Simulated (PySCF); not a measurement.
Vertical excitation energies

Species: C4H11BP2.
Numbering: `[BH3-:1][P@@H+:2]([CH3:3])[C:4]#[C:5][PH:6][CH3:7]` (hydrogens: H8, H9, H10 on B1; H11 on P2; H12, H13, H14 on C3; H15 on P6; H16, H17, H18 on C7)

Computed, not measured: PySCF 2.14.0, density-fitted response routines, TDDFT B3LYP/def2-SVPD, vertical, gas phase, core orbitals frozen in the response. Isolated species at its GFN2-xTB geometry, gas phase.

```
state  E (eV)  ν̃ (cm⁻¹)       f  main configurations (H = HOMO, L = LUMO)
   S1    4.96      39970  0.0032                                 H→L (95%)
   S2    5.44      43840   0.052                  H→L+1 (63%), H-1→L (30%)
   S3    5.81      46840  0.0036                             H-1→L+1 (87%)
   S4    6.31      50870   0.498     H-1→L (47%), H→L+1 (20%), H-2→L (10%)
   S5    6.33      51060   0.092                               H-2→L (82%)
   S6    6.41      51710   0.040                               H→L+2 (88%)
   S7    6.43      51840   0.011                               H-3→L (91%)
   S8    6.56      52900  0.0049                             H-2→L+1 (92%)
```

Triplets, Tamm–Dancoff:

```json
{"state": "T1", "E (eV)": "4.49", "λ (nm)": "275.9", "main configurations (H = HOMO, L = LUMO)": "H→L+1 (72%), H-1→L (12%)"}
{"state": "T2", "E (eV)": "4.55", "λ (nm)": "272.5", "main configurations (H = HOMO, L = LUMO)": "H→L (89%)"}
{"state": "T3", "E (eV)": "4.87", "λ (nm)": "254.8", "main configurations (H = HOMO, L = LUMO)": "H-1→L (65%), H→L+1 (16%)"}
```

The lowest singlet comes at 250 nm (478 kJ/mol) in the ultraviolet; it is very weak; its leading configuration is HOMO→LUMO (95%). The most intense listed level is S4 at 6.31 eV (197 nm, f = 0.498), 1.35 eV above S1. Löwdin shares by element: HOMO carbon 44% or more, phosphorus 41% or more; LUMO carbon 46% or more, phosphorus 24% (atoms not listed hold the other 30%). Orbital energies (eV): HOMO-3 -8.26, HOMO-2 -8.16, HOMO-1 -7.90, HOMO -7.19, LUMO -1.08, LUMO+1 -0.83, LUMO+2 0.13. The listed states span 1.60 eV, and the widest gap between neighbours is 0.50 eV (S3 to S4). The oscillator strengths of these states sum to 0.704; summed over the whole spectrum of an exact calculation they would give the number of electrons, 70 (Thomas–Reiche–Kuhn). Only the lowest 8 singlets were computed, as vertical energies without vibronic structure.
